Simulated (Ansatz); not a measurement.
Ansatz (a program for electronic structure) input (HF/STO-3G):

Ansatz 0.2 input:
```yaml
crystal:
  periodic: [false, false, false]
  atoms:
    - {symbol: C, position_ang: [1.70161440, -0.25838259, 0.02280429]}
    - {symbol: C, position_ang: [0.66537847, 0.51635584, 0.01308827]}
    - {symbol: Cl, position_ang: [-0.99344440, -0.10901309, -0.01506937]}
    - {symbol: H, position_ang: [1.99597846, -1.29178882, 0.02006940]}
    - {symbol: H, position_ang: [0.69061921, 1.59717185, 0.02075454]}
basis:
  gaussian:
    orbitals: STO-3G
hamiltonian:
  xc: {name: HF}
magnetization: {spin_polarized: true, initial_magnetization: 1}
relax: {f_tol: 0.003, max_steps: 120}
```

Q: Predict the final energy.

A: -530.44111 Eh.

The determinant is spin-contaminated: <S^2> is 1.24 against 0.75 for a pure state.
